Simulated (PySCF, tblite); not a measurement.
Isomers of C5H6O4. Computed values, GFN2-xTB/tblite, gas phase, harmonic and unscaled. The method is semi-empirical: single wavenumbers can be off by several per cent or more. One conformer each.

Electronic energies: PBE0/pcSseg-1 single points on the GFN2-xTB geometries (PySCF, gas phase).

```tsv
SMILES	electronic energy, lowest = 0 (kJ/mol)
O=CO[C@H]1OCCC1=O	40.1
C[C@@H]1COC(=O)C(=O)O1	0.0
O=CO[C@@H]1OC[C@@H]1C=O	132.1
```

Task: How do GFN2-xTB zero-point energies change the relative energies?

Result: 
| SMILES | ZPE (kJ/mol) | of it from modes above 1550 cm⁻¹ | electronic (kJ/mol) | with ZPE, lowest = 0 (kJ/mol) | lowest mode (cm⁻¹) | rings |
| --- | --- | --- | --- | --- | --- | --- |
| C[C@@H]1COC(=O)C(=O)O1 | 285.4 | 129.0 | 0.0 | 0.0 | 80 | 1 |
| O=CO[C@H]1OCCC1=O | 282.6 | 127.6 | 40.1 | 37.3 | 35 | 1 |
| O=CO[C@@H]1OC[C@@H]1C=O | 279.2 | 125.9 | 132.1 | 125.9 | 25 | 1 |

The zero-point energies span 6.2 kJ/mol, from `O=CO[C@@H]1OC[C@@H]1C=O` to `C[C@@H]1COC(=O)C(=O)O1`. The order is unchanged.

Task: And how do the electronic energies of GFN2-xTB itself compare?

Result: `C[C@@H]1COC(=O)C(=O)O1` 0.0; `O=CO[C@H]1OCCC1=O` 22.7; `O=CO[C@@H]1OC[C@@H]1C=O` 129.8 kJ/mol, lowest = 0. Against the energies above, taken from the same isomer `C[C@@H]1COC(=O)C(=O)O1`, the largest difference is 17.4 kJ/mol.
